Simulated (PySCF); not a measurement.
## Name the molecule from its bond curve

A diatomic of charge 0 contains I. Its singlet curve at RHF-CCSD in a double-zeta basis (spin-free X2C with a Gaussian nucleus, PySCF), in eV from the separated fragments:

| R (Å) | E (eV) |
| --- | --- |
| 1.754 | -1.479 |
| 1.832 | -1.930 |
| 1.891 | -2.093 |
| 1.949 | -2.148 |
| 2.007 | -2.121 |
| 2.085 | -1.997 |
| 2.183 | -1.751 |
| 2.300 | -1.391 |

The fit gives ωe = 611 cm⁻¹ and the rotational constant Bₑ = 0.2666 cm⁻¹.

Problem. Which atom is the partner?

Solution. The minimum lies at 1.956 Å, so the reduced mass is 16.8576 u Å² cm⁻¹/(Bₑ·Re²) = 16.53 u. With I at 126.90 u the partner weighs about 19.0 u: F. The molecule is IF.

Correlated steps freeze 19 core orbitals. Spin–orbit coupling is left out.
